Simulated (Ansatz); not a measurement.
Consider the formal exchange of groups at the Si–Si bond: `FC[SiH]([SiH3])S` + CH₄ → `C[SiH](S)CF` + SiH₄.

Program: Ansatz. Geometries: PBE0-D4/def2-TZVP. ΔE: electronic, gas phase. CBS: MP2 limit from def2 TZ/QZ plus the TZ coupled-cluster correction, frozen cores. This one scheme is used for every species. Functionals use def2-TZVPP. One conformer a species, not always the lowest.

```csv
level,ΔE (kJ/mol)
r2SCAN-D4,1.2
r2SCANh-D4,0.5
BHLYP-D4,-3.2
ωB97X-V,-3.4
r2SCAN,0.7
PBE0,4.2
RPA@PBE/def2-TZVPP,-6.1
SCS-MP2/def2-TZVPP,-10.1
```

Task: What does CCSD(T)/CBS give? (An estimate is asked.)

Result: Computed: -3.3 kJ/mol. The listed levels differ from it by 4.5, 3.8, 0.1, -0.1, 4.0, 7.5, -2.8, -6.8 kJ/mol.

Task: What do rigid-rotor, harmonic-oscillator terms from PBE0-D4/def2-TZVP frequencies (298.15 K, 1 bar) make of the CCSD(T)/CBS value? (Best estimate.)

Result: Computed: ΔZPE = -4.2 kJ/mol, ΔH = -9.9 kJ/mol, ΔS = -16 J/(mol·K), ΔG = -5.1 kJ/mol. Modes under 50 cm⁻¹ make the entropy rough.

Largest T1 diagnostic among the species: 0.012.

Leaving LDA and LC-ωPBE aside and taking each functional with its dispersion term where it has one, the values, not all of them listed here, spread over 18.5 kJ/mol, from ωB97M-V to PBE-D4. LDA lies −4.5 kJ/mol from PBE without D4. From BLYP to BHLYP (50 % exact exchange), in def2-TZVPP and without D4, ΔE moves by −7.6 kJ/mol. In def2-TZVPP, CCSD(T) changes the Hartree–Fock value by +8.0 kJ/mol (the triples alone add +1.5 kJ/mol) and MP2 by +3.6 kJ/mol.
